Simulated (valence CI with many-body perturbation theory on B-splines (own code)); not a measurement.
**The 31-electron sequence from Ga to Rh14+**

Method: valence CI with perturbative core correlation (CI+MBPT): three valence electrons over a frozen Dirac-Fock core [Ar] 3d10, a basis of 11 s, 11 p, 9 d, 7 f, 5 g, 2 h, 1 i functions for each j, with the one-electron correlation potential Σ1, the two-electron term Σ2, the three-electron term Σ3, Breit, model QED; selected CI, second order for the rest (own B-spline code, finite nucleus). Basis and details of the method differ along the sequence, and some ions are missing.

Excitation energies in eV above the lowest level of each ion. Labels name the leading LS component, so a column can jump where levels mix; a blank means that no level of the computed list carries the label, and where several do, the lowest of them is shown. The ionisation energies from NIST are mostly theoretical or semi-empirical. By estimate, excited configurations hold to about 0.1 % in light ions and 0.5 % in heavy ones, terms of the ground configuration to 0.5 to 2 %, and small fine-structure intervals to 10 cm⁻¹ or more; near the neutral end and where shells cross, configurations can be misplaced by 0.1 to 0.6 eV.

```
  Ion   Lowest level  IE (eV)   IE, NIST (eV)  4s²4p ²P°_3/2  4s4p² ⁴P_1/2  4s4p² ⁴P_3/2  4s4p² ²D_3/2  4s4p² ²P_1/2  4s²4d ²D_5/2  4p³ ²D°_5/2
   Ga  4s²4p ²P°_1/2   5.9779          5.9993         0.1010         4.649         4.694                                     4.288             
  Ge+  4s²4p ²P°_1/2   15.893         15.9346         0.2176         6.353         6.442         8.010         11.26         10.02             
 As2+  4s²4p ²P°_1/2   28.314  28.349 ± 0.012         0.3635         8.078         8.223         10.54         14.11         14.58        20.66
 Se3+  4s²4p ²P°_1/2   42.959          42.947         0.5413         9.818         10.03         12.89         16.88         19.03        25.32
 Br4+  4s²4p ²P°_1/2   59.688  59.595 ± 0.025         0.7539         11.57         11.88         15.22         19.61         23.38        29.89
 Kr5+  4s²4p ²P°_1/2   78.422     78.49 ± 0.2          1.005         13.35         13.77         17.55         22.36         27.65        34.44
 Rb6+  4s²4p ²P°_1/2   99.108    98.67 ± 0.04          1.297         15.15         15.69         19.91         25.16         31.88        39.03
 Sr7+  4s²4p ²P°_1/2   121.71   121.21 ± 0.06          1.636         16.97         17.68         22.32         28.02         36.10        43.68
 Zr9+  4s²4p ²P°_1/2   172.59   172.02 ± 0.05          2.466         20.68         21.81         27.29         33.99         44.55        53.24
Nb10+  4s²4p ²P°_1/2   200.83   200.28 ± 0.06          2.966         22.58         23.98         29.87         37.12         48.81        58.18
Mo11+  4s²4p ²P°_1/2   230.94   230.28 ± 0.06          3.530         24.50         26.21         32.53         36.85         53.12        63.25
Tc12+  4s²4p ²P°_1/2    262.9   262.08 ± 0.12          4.161         26.45         28.53         35.26         39.63         57.48        68.47
Ru13+  4s²4p ²P°_1/2   296.72    295.9 ± 0.09          4.867         28.43         30.93         38.09         42.47         61.91        73.83
Rh14+  4s²4p ²P°_1/2   332.39   331.58 ± 0.14          5.651         30.43         33.42         41.00         45.39         66.42        79.37
```

Problem. Does the computed ground configuration or its J change in this range?

Solution. No, it stays 4s²4p with J = 1/2; its leading component is 95 % ²P° at the start and 98 % ²P° at the end, where the leading jj configuration holds 98 %.

Shares of the ionisation energy in eV, for some of the ions:

```
  Ion     Σ1      Σ2         Σ3     Breit      QED
   Ga  0.289  -0.159  -0.000508  -0.00336  0.00198
 As2+  0.592  -0.200   -0.00463   -0.0148  0.00350
 Br4+  0.771  -0.209   -0.00890   -0.0319  0.00515
 Rb6+  0.904  -0.212    -0.0129   -0.0551  0.00705
 Zr9+   1.06  -0.212    -0.0185    -0.103   0.0103
Mo11+   1.14  -0.210    -0.0218    -0.145   0.0127
Ru13+   1.22  -0.206    -0.0248    -0.197   0.0152
```
